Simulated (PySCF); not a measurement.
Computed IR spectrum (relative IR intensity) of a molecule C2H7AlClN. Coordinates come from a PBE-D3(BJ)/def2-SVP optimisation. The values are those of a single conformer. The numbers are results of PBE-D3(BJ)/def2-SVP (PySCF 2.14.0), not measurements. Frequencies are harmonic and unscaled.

Lines under 2 % of the strongest are left out, and lines within 2 cm⁻¹ are merged.

ν (cm⁻¹): 205 (vw), 250 (vw), 293 (vw), 352 (vw), 433 (s), 503 (m), 608 (m), 682 (vs), 997 (s), 1198 (s), 1264 (m), 1404 (w), 1409 (w), 1426 (w), 1934 (s), 2896 (m), 2902 (vs), 2947 (s), 3033 (w), 3054 (w) (against the strongest line: vs over 80 %, s over 45 %, m over 15 %, w over 4 %, vw less)

**Question.** Which structure fits?
A) C[NH][Al]([CH3])[Cl]
B) C[CH2][Al]([NH2])[Cl]
C) C[N](C)[AlH][Cl]

**Answer.** C, C[N](C)[AlH][Cl]
